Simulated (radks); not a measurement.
Q: These are the eigenvalues of the occupied orbitals of an atom or ion with whole-number occupations (eV). Calculated with a radial shooting solver on a logarithmic mesh with Libxc functionals: scalar-relativistic Kohn-Sham, LB94 model potential, spin-unpolarised, spherical densities, finite nucleus; Fermi nuclear charge, rms radius of each element as measured or else 0.836 A^(1/3) + 0.57 fm.

1s: -61466.36
2s: -10446.95
2p: -9217.022
3s: -2377.437
3p: -2006.119
3d: -1552.576
4s: -482.3874
4p: -361.1520
4d: -201.2252
5s: -77.5263
5p: -49.6913
4f: -26.4114

Which element is it, and in what charge state? The configuration may be excited.

A: Z = 70, ytterbium, charge +2: Yb2+ in [Xe] 4f14. The list shows which subshells hold electrons but not how many an open one holds; the 1s level, -2258.8 hartree, gives Z - s = 67.2 by -(Z - s)^2/2, which with screening and relativity narrows Z to a few neighbours, and the depths of the outer levels then fix element, charge and occupations together.
